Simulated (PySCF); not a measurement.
C$_{3}$H$_{2}$N (SMILES [CH-]=CC#N), charge -1, singlet, geometry from GFN2-xTB. Base run: CAMB3LYP/6-31G (PySCF).

PySCF was given this input:
```python
from pyscf import gto, scf, dft

mol = gto.M(
    atom='''
C    -0.290852   -1.689251    0.014047
C     0.497676   -0.580774   -0.001681
C    -0.037508    0.700888   -0.004105
H     0.371583   -2.617763    0.012811
H     1.619467   -0.533334   -0.014205
N    -0.429564    1.795131   -0.006882
''',
    basis='6-31g',
    charge=-1,
    spin=0,
    verbose=4,
)

mf = dft.RKS(mol)
mf.xc = 'camb3lyp'
mf.kernel()
```

The base run was repeated with changes; each row names its change, and settings that it needs were set with it.

| change | ΔE vs base (mEh) | grid points | electrons on the grid |
|---|---|---|---|
| base | 0.000 | 75872 | 28.00000 |
| grids.atom_grid = (30, 110) | 0.007 | 14736 | 27.99973 |
| grids.level = 7 | 0.000 | 444720 | 28.00000 |
| grids.radi_method = gauss_chebyshev | 0.000 | 73608 | 28.00000 |
| small_rho_cutoff = 0 | 0.000 | 75872 | 28.00000 |
| grids.level = 2 | 0.000 | 55360 | 28.00000 |
| grids.radi_method = delley | 0.000 | 79872 | 28.00000 |
| grids.prune = dft.gen_grid.treutler_prune | 0.000 | 66152 | 28.00000 |
| grids.level = 0 | -29.788 | 5560 | 28.01963 |
| grids.atom_grid = (50, 194) | -0.003 | 39264 | 27.99997 |
| grids.radi_method = mura_knowles | 0.000 | 71552 | 28.00000 |
